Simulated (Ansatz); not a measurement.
# C4H8O2Si: where a starting geometry ends

The starting geometry of this gas-phase singlet was optimised with GFN2-xTB; its bonds are those of `O=C[C@@H]1OC[C@@H]1[SiH3]`.

```json
{"atom": "C", "x (Å)": "-2.9812", "y (Å)": "-1.2833", "z (Å)": "-0.6891"}
{"atom": "C", "x (Å)": "-1.7192", "y (Å)": "-1.0120", "z (Å)": "0.0802"}
{"atom": "C", "x (Å)": "-1.4424", "y (Å)": "0.6669", "z (Å)": "1.2295"}
{"atom": "C", "x (Å)": "-1.0437", "y (Å)": "0.3267", "z (Å)": "-0.2117"}
{"atom": "O", "x (Å)": "-3.2705", "y (Å)": "-0.7206", "z (Å)": "-1.7078"}
{"atom": "O", "x (Å)": "-2.0006", "y (Å)": "-0.6380", "z (Å)": "1.4315"}
{"atom": "Si", "x (Å)": "-1.7442", "y (Å)": "1.4189", "z (Å)": "-1.6104"}
{"atom": "H", "x (Å)": "-3.6454", "y (Å)": "-2.0314", "z (Å)": "-0.2230"}
{"atom": "H", "x (Å)": "-1.0880", "y (Å)": "-1.9125", "z (Å)": "0.0306"}
{"atom": "H", "x (Å)": "-0.6224", "y (Å)": "0.8601", "z (Å)": "1.9258"}
{"atom": "H", "x (Å)": "-2.2031", "y (Å)": "1.4452", "z (Å)": "1.3390"}
{"atom": "H", "x (Å)": "0.0346", "y (Å)": "0.2196", "z (Å)": "-0.3242"}
{"atom": "H", "x (Å)": "-1.4330", "y (Å)": "0.8248", "z (Å)": "-2.9030"}
{"atom": "H", "x (Å)": "-3.1364", "y (Å)": "1.7867", "z (Å)": "-1.3827"}
{"atom": "H", "x (Å)": "-0.9533", "y (Å)": "2.6548", "z (Å)": "-1.4628"}
```

Predict what becomes of its bonds when it is optimised with PBE0-D3(BJ)/def2-SVP.

It keeps its bonds, and is `O=C[C@@H]1OC[C@@H]1[SiH3]`.

The energy falls by 0.11 eV over 13 steps:

```csv
step,E − E(last) (eV)
1,0.111
2,0.017
4,0.005
5,0.004
6,0.003
8,0.001
9,0.000
10,0.000
12,0.000
13,0.000
```

Final geometry (Å):

```xyz
15

C    -3.0260   -1.3464   -0.6322
C    -1.7338   -1.0215    0.0740
C    -1.4585    0.6437    1.2276
C    -1.0713    0.3298   -0.2318
O    -3.3070   -0.9392   -1.7280
O    -1.9711   -0.6763    1.4349
Si   -1.6749    1.4849   -1.6120
H    -3.7175   -2.0053   -0.0484
H    -1.0731   -1.9076   -0.0270
H    -0.6201    0.8745    1.9055
H    -2.2430    1.4106    1.3638
H     0.0173    0.2211   -0.3494
H    -1.3573    0.9606   -2.9697
H    -3.1188    1.8267   -1.4699
H    -0.8936    2.7505   -1.4154
```

The end wasn't checked by frequencies. Run with Ansatz 0.2.0, 33 s on 2 threads of Intel(R) Xeon(R) 6975P-C (Granite Rapids), on a shared host.
